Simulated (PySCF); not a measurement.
## Cl (chlorine, neutral) across methods

[Ne] 3s2 3p5, 2P determinant. Computed with PySCF 2.14 in aug-cc-pVTZ-DK (6s5p3d2f, 50 functions), with scalar relativity by spin-free X2C-1e.

```csv
method,E (hartree),mean ε 3s β (eV),mean ε 3p α (eV),mean ε 3p β (eV),Σ⟨r²⟩ (bohr²),⟨S²⟩
PBE0,-461.4245,-22.243,-10.571,-9.591,27.55,0.754
PBE,-461.3887,-20.029,-9.020,-8.122,27.74,0.753
r2SCANh,-461.5405,-21.350,-10.029,-9.000,27.49,0.756
r2SCAN,-461.5413,-20.549,-9.467,-8.455,27.51,0.756
UHF,-460.89477,-27.792,-14.383,-13.071,27.60,0.760
TPSS,-461.5947,-20.328,-9.153,-8.255,27.58,0.754
revPBE,-461.4978,-19.977,-8.988,-8.089,27.71,0.753
LDA,-460.0595,-20.162,-9.100,-8.202,27.85,0.752
BP86,-461.6238,-20.159,-9.098,-8.240,27.70,0.753
```
